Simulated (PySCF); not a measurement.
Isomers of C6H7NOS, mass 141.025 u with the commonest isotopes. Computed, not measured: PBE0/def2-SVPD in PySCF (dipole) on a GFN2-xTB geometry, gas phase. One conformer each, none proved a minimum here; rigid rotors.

Question: Order these by out-of-plane moment Σ m c² = (Ia + Ib − Ic)/2, smallest first.
A. `[CH2:1]=[CH:2][CH2:3][C:4](=[S:5])[O:6][CH2:7][C:8]#[N:9]` with C1–C2–C3–C4 -127°, C2–C3–C4–S5 -102°, C3–C4–O6–C7 0°, C4–O6–C7–C8 -174°
B. `[N:1]#[C:2][C@@H:3]1[CH:4]=[CH:5][S@:6](=[O:7])[CH2:8][CH2:9]1` with C2–C3–C4–C5 -115°, C4–C5–S6–O7 136°, C5–S6–C8–C9 -59°, S6–C8–C9–C3 75°
C. `[CH3:1][S@@:2](=[O:3])[c:4]1[cH:5][cH:6][cH:7][cH:8][n:9]1` with C1–S2–C4–C5 -116°
D. `[CH3:1][S@:2](=[O:3])[c:4]1[cH:5][cH:6][cH:7][n:8][cH:9]1` with C1–S2–C4–C5 106°
E. `[CH3:1][S:2][c:3]1[cH:4][c:5]([OH:6])[cH:7][cH:8][n:9]1` with C1–S2–C3–C4 180°, C4–C5–O6–H 0°

Answer: E (1.60 u·Å²), A (22.78 u·Å²), C (28.60 u·Å²), D (35.43 u·Å²), B (67.08 u·Å²).

Question: Order these by rotational constant B, largest first.
A. `[CH3:1][S@@:2](=[O:3])[c:4]1[cH:5][cH:6][cH:7][cH:8][n:9]1` with C1–S2–C4–C5 -116°
B. `[CH3:1][S:2][c:3]1[cH:4][c:5]([OH:6])[cH:7][cH:8][n:9]1` with C1–S2–C3–C4 180°, C4–C5–O6–H 0°
C. `[N:1]#[C:2][C@@H:3]1[CH:4]=[CH:5][S@:6](=[O:7])[CH2:8][CH2:9]1` with C2–C3–C4–C5 -115°, C4–C5–S6–O7 136°, C5–S6–C8–C9 -59°, S6–C8–C9–C3 75°
D. `[CH2:1]=[CH:2][CH2:3][C:4](=[S:5])[O:6][CH2:7][C:8]#[N:9]` with C1–C2–C3–C4 -127°, C2–C3–C4–S5 -102°, C3–C4–O6–C7 0°, C4–O6–C7–C8 -174°

Answer: A (1016 MHz), D (977.3 MHz), C (948.3 MHz), B (900.2 MHz).

Question: Order these by radius of gyration √(Σ m r²/M), smallest first.
A. `[N:1]#[C:2][C@@H:3]1[CH:4]=[CH:5][S@:6](=[O:7])[CH2:8][CH2:9]1` with C2–C3–C4–C5 -115°, C4–C5–S6–O7 136°, C5–S6–C8–C9 -59°, S6–C8–C9–C3 75°
B. `[CH2:1]=[CH:2][CH2:3][C:4](=[S:5])[O:6][CH2:7][C:8]#[N:9]` with C1–C2–C3–C4 -127°, C2–C3–C4–S5 -102°, C3–C4–O6–C7 0°, C4–O6–C7–C8 -174°
C. `[CH3:1][S:2][c:3]1[cH:4][c:5]([OH:6])[cH:7][cH:8][n:9]1` with C1–S2–C3–C4 180°, C4–C5–O6–H 0°

Answer: A (2.123 Å), C (2.247 Å), B (2.410 Å).

```
                  SMILES  point group  Ia (u·Å²)  Ib (u·Å²)  Ic (u·Å²)      κ  μa (D)  μb (D)  μc (D)
N#C[C@@H]1C=C[S@](=O)CC1           C1     170.07     532.91     568.83  -0.94    1.05    0.27    4.61
          C=CCC(=S)OCC#N           C1     324.89     517.11     796.43  -0.26    1.70    4.90    1.95
       C[S@](=O)c1cccnc1           C1     158.60     516.70     604.44  -0.88    0.86    1.12    1.48
      C[S@@](=O)c1ccccn1           C1     159.21     497.26     599.27  -0.85    3.34    1.37    1.22
           CSc1cc(O)ccn1           Cs     152.23     561.39     710.43  -0.86    0.60    0.68    0.00
```
